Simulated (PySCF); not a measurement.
C6H4F2O.
Geometry (PBE0-D3(BJ)/def2-SVP, Å), atoms numbered from 1 in this order:
```xyz
13
C6H4F2O angstrom
C     -2.4567    0.4075   -0.0712
O     -2.3369   -0.3506   -1.2583
C     -1.1217   -0.7260   -1.6091
F     -1.1766   -1.4239   -2.7224
C      0.0199   -0.4735   -0.9838
C      1.1167   -0.2350   -0.3737
C      2.2194    0.0026    0.2386
C      3.3581    0.2912    0.8293
F      3.9088   -0.4725    1.7699
H     -3.5248    0.6184    0.0533
H     -2.0800   -0.1614    0.7935
H     -1.8921    1.3498   -0.1526
H      3.9659    1.1776    0.6124
```

Method used: PBE0-D3(BJ)/def2-SVP geometry optimisation, gas phase in PySCF.

Masses are those of the commonest isotopes; rigid-rotor values at the optimised geometry. The values belong to one conformer with, in the numbering `[CH3:1][O:2][C:3]([F:4])=[C:5]=[C:6]=[C:7]=[CH:8][F:9]`, C1–O2–C3–F4 180°.

**Question.** What are A, B and C (cm⁻¹)?

**Answer.** Ia = 127.74, Ib = 900.83, Ic = 1000.71 u·Å²; 505379 MHz·u·Å²/I gives 3956, 561.0 and 505.0 MHz, that is A = 0.13197, B = 0.01871, C = 0.01685 cm⁻¹.

**Question.** Classify the top.

**Answer.** A near-prolate asymmetric top: κ = (2 × 561.0 − 3956 − 505.0)/(3956 − 505.0) = -0.97.

**Question.** What does the inertial defect say?

**Answer.** Not planar: Δ = Ic − Ia − Ib = -27.86 u·Å². For a rigid frame Δ = −2 Σ m c², so Σ m c² = 13.93 u·Å² lies off the ab plane: 3.72 from hydrogen and 10.21 from heavier atoms. The atom farthest from that plane is 1.44 Å away.

**Question.** Give the other two planar moments, Paa and Pbb, and the rms extents of the mass along the axes.

**Answer.** Paa = Σ m a² = (Ib + Ic − Ia)/2 = 886.90 and Pbb = Σ m b² = (Ia + Ic − Ib)/2 = 113.81 u·Å². With the mass M = 130.02 u, the rms extents √(P/M) along a, b and c are 2.61, 0.94, 0.33 Å.

**Question.** List the rotational levels J(Ka,Kc) to J = 4 (K).

**Answer.** Above 0(0,0), as E/k:
J = 1: 1(0,1) 0.051, 1(1,1) 0.214, 1(1,0) 0.217
J = 2: 2(0,2) 0.153, 2(1,2) 0.314, 2(1,1) 0.322, 2(2,1) 0.811, 2(2,0) 0.811
J = 3: 3(0,3) 0.307, 3(1,3) 0.463, 3(1,2) 0.479, 3(2,2) 0.964, 3(2,1) 0.964, 3(3,1) 1.786, 3(3,0) 1.786
J = 4: 4(0,4) 0.511, 4(1,4) 0.662, 4(1,3) 0.689, 4(2,3) 1.169, 4(2,2) 1.169, 4(3,2) 1.990, 4(3,1) 1.990, 4(4,1) 3.140, 4(4,0) 3.140
Those of J = 1 are B + C, A + C and A + B.

**Question.** Which types of transition are allowed, and where do some lines up to J = 2 fall?

**Answer.** The dipole components are |μa| = 0.77 D, |μb| = 2.45 D, |μc| = 1.11 D. Intensities carry the squares of the components, which stand as 0.10 : 1.00 : 0.20 (a : b : c). Some lines, for components of 0.1 D or more:

| type | branch | J(Ka,Kc) | MHz | lower level (cm⁻¹) |
| --- | --- | --- | --- | --- |
| a | R | 1(0,1) ← 0(0,0) | 1066 | 0.000 |
| a | R | 2(1,2) ← 1(1,1) | 2076 | 0.149 |
| a | R | 2(0,2) ← 1(0,1) | 2131 | 0.036 |
| a | R | 2(1,1) ← 1(1,0) | 2188 | 0.151 |
| c | Q | 2(1,2) ← 2(0,2) | 3340 | 0.107 |
| c | Q | 1(1,1) ← 1(0,1) | 3395 | 0.036 |
| b | Q | 1(1,0) ← 1(0,1) | 3451 | 0.036 |
| b | Q | 2(1,1) ← 2(0,2) | 3508 | 0.107 |
| b | R | 1(1,1) ← 0(0,0) | 4461 | 0.000 |
| c | R | 1(1,0) ← 0(0,0) | 4517 | 0.000 |
| b | R | 2(1,2) ← 1(0,1) | 5471 | 0.036 |
| c | R | 2(1,1) ← 1(0,1) | 5639 | 0.036 |
| c | Q | 2(2,1) ← 2(1,1) | 10186 | 0.224 |
| b | Q | 2(2,0) ← 2(1,1) | 10186 | 0.224 |
| b | Q | 2(2,1) ← 2(1,2) | 10354 | 0.218 |
| b | R | 2(2,1) ← 1(1,0) | 12374 | 0.151 |
| c | R | 2(2,0) ← 1(1,0) | 12374 | 0.151 |
| c | R | 2(2,1) ← 1(1,1) | 12430 | 0.149 |
| b | R | 2(2,0) ← 1(1,1) | 12430 | 0.149 |

**Question.** Estimate the classical rotational partition function at 50 K, 298.15 K and 500 K.

**Answer.** Point group C1, symmetry number σ = 1; q = (√π/σ)·√((kT/h)³/(ABC)), k/h = 20836.6 MHz/K: 56300 at 50 K, 820000 at 298.15 K, 1780000 at 500 K.

No frequency check. Zero-point vibration and centrifugal distortion are left out. A rigid rotor knows nothing of internal rotation, which can split or shift real lines.
